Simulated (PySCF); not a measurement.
# Dipole moment and polarisability of `C=N[Si@H](N)C[SiH3]`

C2H10N2Si2.
Geometry (GFN2-xTB, Å), atoms numbered from 1 in this order:
```xyz
16
C2H10N2Si2 angstrom
C      2.3622   -0.5115    1.0230
N      1.4517    0.3166    0.8292
Si     0.3615    0.6203   -0.4846
N      0.3892    2.2966   -0.8999
C     -1.3524    0.2064    0.2103
Si    -1.6984   -1.6403    0.4222
H      2.6743   -1.2795    0.3079
H      2.9069   -0.4960    1.9655
H      0.6530   -0.0781   -1.7416
H     -0.0528    2.9457   -0.2691
H      1.2562    2.6906   -1.2270
H     -1.4739    0.7005    1.1737
H     -2.0970    0.6405   -0.4547
H     -0.7129   -2.2485    1.3216
H     -3.0376   -1.8283    0.9925
H     -1.6377   -2.3261   -0.8719
```

Level: CAM-B3LYP/def2-SVPD (PySCF), static field, nuclei fixed, core orbitals frozen in the response. The polarisability tensor in these axes (au):

```
x   98.90 -0.62  4.17
y   -0.62 94.88 -6.37
z    4.17 -6.37 83.24
```

Q: What are the eigenvalues, a third of the trace, and Δα (Δα² = ½Σ(αi − αj)² over the three pairs)?

A: Principal values 79.76, 96.23 and 101.04 au; mean 92.34 au = 13.68 Å³ = 15.22 × 10⁻⁴⁰ C²·m²/J; Δα = 19.33 au (21 % of the mean).

Q: What is the dipole moment, and where does it point?

A: (1.11, 0.25, 0.28) D, 1.17 D in size, pointing from the negative to the positive side. Measured along this direction, the outermost atoms are H15 at the negative end and H8 at the positive end.

Q: Give the eigenvalues of the traceless quadrupole moment Θ = ½Σq(3rr − r²1), origin at the centre of nuclear charge.

A: -6.13, -0.43, 6.56 D·Å. The values depend on the origin, since the dipole doesn't vanish. The electronic extent ⟨r²⟩ about the same centre is 1154 bohr², a root-mean-square distance of 2.25 Å for the 64 electrons.

Q: Give the principal axes and the span of the nuclei along them.

A: Largest value along (0.82, -0.45, 0.35), where the nuclei span 5.47 Å; middle along (0.54, 0.81, -0.22), 6.48 Å; least along (-0.19, 0.37, 0.91), 3.34 Å. The strongest response doesn't lie along the longest of the three spans.

Q: Orientational against electronic polarisability at 298 K (dilute gas, rigid molecules)?

A: In Gaussian units μ²/3kT = 11.15 Å³ against 13.68 Å³, a ratio of 0.82; the Debye molar polarisation (4π/3)N_A(α + μ²/3kT) is 62.7 cm³/mol, leaving out the vibrational part.

Q: Find the Langevin capture rate constant for H3+ (3.023 u) meeting this molecule (118.038 u), k = 2.342 × 10⁻⁹ cm³/s × √(α in Å³ / reduced mass in u).

A: The reduced mass is 2.95 u, so k = 5.05 × 10⁻⁹ cm³/s. The formula leaves out the permanent dipole, which adds to the capture rate.

Q: In TDDFT the mean static polarisability is Σ f/ω² over all singlet excitations (ω in hartree). How much of it do the 8 lowest give? Their energies (eV) and oscillator strengths: 3.99, 0.0003; 6.49, 0.0590; 6.67, 0.0097; 6.91, 0.0168; 7.03, 0.0120; 7.41, 0.0114; 7.43, 0.1742; 7.66, 0.0623.

A: They add up to 4.93 au, 5.3 % of the 92.34 au; the largest single term is 2.33 au, from the state at 7.43 eV. Terms in order: 0.02, 1.04, 0.16, 0.26, 0.18, 0.15, 2.33, 0.79 au. Higher excitations give the rest. The strengths listed sum to 0.346.

Geometry: GFN2-xTB, one conformer, isolated molecule.

These values come from a run that also computed excited states. Time: 51 s (with the writing of density and orbital grids); peak memory 0.95 GiB. Hardware: Intel Xeon Platinum 8375C at 2.90 GHz, one thread, shared host.
